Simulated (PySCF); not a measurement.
Species: C₂H₁₀N₂Si (charge 0, singlet). SMILES: C[Si](C)(N)N
Structure (B3LYP-D3(BJ)/def2-TZVP (Ansatz) minimum search):
```xyz
15

Si    -0.0073     0.0079     0.0280
C      1.5422    -0.9237    -0.4729
C     -1.0226     0.3622    -1.5094
N     -0.7643    -0.9756     1.2235
N      0.2407     1.5413     0.7741
H      2.2035    -1.0776     0.3825
H      2.0987    -0.3676    -1.2310
H      1.3047    -1.9044    -0.8947
H     -1.9752     0.8310    -1.2534
H     -1.2385    -0.5618    -2.0508
H     -0.4943     1.0288    -2.1970
H     -0.6965    -1.9797     1.1949
H     -1.6047    -0.6725     1.6894
H      0.7287     1.6188     1.6522
H      0.3237     2.3824     0.2269
```
Charge 0, spin multiplicity 1.

Dispersion corrections to the total energy (kcal/mol) from the dftd3 and dftd4 libraries through PySCF: D3(BJ) without and D4 with the three-body term, each with the damping fitted for the functional named.

```json
[
 {"functional": "BHLYP", "D3(BJ)": "-10.20", "D4": "-8.61"},
 {"functional": "LC-wPBE", "D3(BJ)": "-7.16", "D4": "-8.10"},
 {"functional": "r2SCAN", "D3(BJ)": "-2.22", "D4": "…"},
 {"functional": "PW6B95", "D3(BJ)": "…", "D4": "-6.29"},
 {"functional": "TPSSh", "D3(BJ)": "-8.76", "D4": "-8.98"},
 {"functional": "BLYP", "D3(BJ)": "-15.77", "D4": "…"},
 {"functional": "B2PLYP", "D3(BJ)": "-6.08", "D4": "-5.13"}
]
```

### Question
What belongs in the gaps?

### Answer

- r2SCAN, D4: -1.90
- PW6B95, D3(BJ): -3.88
- BLYP, D4: -15.92
